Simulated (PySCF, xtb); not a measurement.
H2IInO2, SMILES [OH][In]([OH])[I].

xtb with GFN2-xTB at its own geometry gives an orbital gap of 2.99 eV and a dipole moment of 3.24 D.

Geometry optimised at B3LYP-D3(BJ)/def2-SVP. The def2 effective core potentials stand for the cores of I, In; spin–orbit coupling is left out. One conformer was computed; it need not be the lowest.

Question: What does PySCF with PBE0/def2-TZVP give? (An estimate is asked for; the answer gives what the named calculation found.)

Answer: gap 5.41 eV (levels -7.95 and -2.54 eV), dipole 1.31 D.
